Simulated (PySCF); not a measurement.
GaHF2, SMILES [F][GaH][F]. Geometry: ωB97X-D3(BJ)/def2-TZVP.

The numbers are results of ωB97X-D3(BJ)/def2-TZVP (PySCF 2.14.0), not measurements.

Harmonic wavenumbers (cm⁻¹): 208, 482, 580, 693, 716, 2129. Rotational constants (GHz): 18.79, 6.352, 4.748; symmetry number 2.

Q: Work out the zero-point energy and the ideal-gas rigid-rotor harmonic-oscillator thermochemistry at 298.15 K and 1 atm.

A: ZPE = ½ Σ hcν = ½ × 4807 cm⁻¹ = 6.87 kcal/mol. H − E(el) = 9.98 kcal/mol. Entropy in cal/(mol K): translation 39.97, rotation 22.48, vibration 3.85, total 66.30. G − E(el) = -9.78 kcal/mol. Cp = 13.79 cal/(mol K).
